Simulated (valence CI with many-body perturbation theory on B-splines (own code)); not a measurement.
**Cs³²⁺: fill in the table**

Calculated by relativistic CI+MBPT: five valence electrons over a frozen Dirac-Fock core [Ar], a basis of 7 s, 7 p, 8 d, 6 f, 4 g, 1 h functions for each j, with the one-electron correlation potential Σ1 (screened to all orders), the two-electron term Σ2, the three-electron term Σ3, Breit, model QED; selected single and double excitations, second order for the rest, scaled by the run's own slope (own B-spline code, finite nucleus).

No measured spectrum was set against this ion. As an estimate, large intervals hold to a few tenths of a per cent, small ones and those within an open d or f shell to about a per cent. Only levels of the ground parity were solved; by the run's estimate the other parity begins above the list, which can be wrong where configurations are misplaced.

```tsv
Level	E (cm⁻¹)
(3d3/2^4 3d5/2) J=5/2	0.0
(3d3/2^3 3d5/2^2) J=5/2 [a]	?
(3d3/2^3 3d5/2^2) J=7/2 [a]	?
(3d3/2^3 3d5/2^2) J=3/2 [a]	?
(3d3/2^3 3d5/2^2) J=11/2	166710
(3d3/2^3 3d5/2^2) J=9/2	?
(3d3/2^3 3d5/2^2) J=5/2 [b]	189690
(3d3/2^3 3d5/2^2) J=1/2	199440
(3d3/2^3 3d5/2^2) J=7/2 [b]	230230
(3d3/2^2 3d5/2^3) J=5/2 [a]	?
(3d3/2^2 3d5/2^3) J=7/2 [a]	272050
(3d3/2^3 3d5/2^2) J=3/2 [b]	?
(3d3/2^2 3d5/2^3) J=11/2	277350
(3d3/2^2 3d5/2^3) J=9/2 [a]	291920
(3d3/2^2 3d5/2^3) J=1/2 [a]	295230
(3d3/2^2 3d5/2^3) J=13/2	304210
(3d3/2^2 3d5/2^3) J=3/2 [a]	304810
(3d3/2^2 3d5/2^3) J=5/2 [b]	319950
(3d3/2^2 3d5/2^3) J=9/2 [b]	348180
(3d3/2^2 3d5/2^3) J=7/2 [b]	361240
```

Levels are named by their leading jj configuration (3d3/2^4 stands for four electrons in 3d with j = 3/2), which in mixed levels can hold well under half, so a name can repeat and another be missing. Letters in brackets count levels of one name in rising energy.

(1) The levels stand in rising order. What does the calculation give for the missing energies?

Results:

(1) (3d3/2^3 3d5/2^2) J=5/2 [a] 96971; (3d3/2^3 3d5/2^2) J=7/2 [a] 158060; (3d3/2^3 3d5/2^2) J=3/2 [a] 163290; (3d3/2^3 3d5/2^2) J=9/2 185020; (3d3/2^2 3d5/2^3) J=5/2 [a] 246010; (3d3/2^3 3d5/2^2) J=3/2 [b] 277110.
